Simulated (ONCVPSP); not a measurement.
How hard is this Ni ONCV potential?

- Element: Ni (Z = 28)
- Generator: ONCVPSP 4.0.1
- Type: optimised norm-conserving Vanderbilt (ONCV)
- Functional: LDA (Perdew-Wang 92)
- Relativity: non-relativistic
- Frozen core: [Ne]
- Valence charge: 18
- Reference configuration: 3s2 3p6 3d8 4s1 (charge +1)
- Partial waves: 3s+4s: rc 1.10 bohr, ncon 3, nbas 8, qcut 12.4 1/bohr, 2 projectors; 3p: rc 1.25 bohr, ncon 4, nbas 7, qcut 10.5 1/bohr, 1 projector; 3d: rc 0.95 bohr, ncon 4, nbas 9, qcut 15.3 1/bohr, 2 projectors, debl 2.4 Ha
- Local potential: polynomial inside 0.95 bohr (lpopt 5, dvloc0 0 Ha)
- Core correction: polynomial model core, fcfact 0.25

For each optimised wave give the share of its norm inside rc, the residual kinetic energy above qcut (Ha) and the cutoffs (Ha) for errors of 10, 1, 0.1 and 0.01 mHa per electron.

| wave | norm inside rc | residual KE | 10 mHa | 1 mHa | 0.1 mHa | 0.01 mHa |
| --- | --- | --- | --- | --- | --- | --- |
| 3s | 0.888 | 2.4e-07 | 38.5 | 50.0 | 59.1 | 66.2 |
| 4s | 0.037 | 6.8e-08 | 26.6 | 42.1 | 53.6 | 62.5 |
| 3p | 0.914 | 2.9e-06 | 31.7 | 39.9 | 46.4 | 51.8 |
| 3d | 0.580 | 1.6e-05 | 80.5 | 95.8 | 107.3 | 138.4 |
| d projector 2 | 0.050 | 7.8e-06 | 70.3 | 89.6 | 104.1 | 116.0 |

The occupied waves need 96 Ha and 107 Ha for 1 and 0.1 mHa.
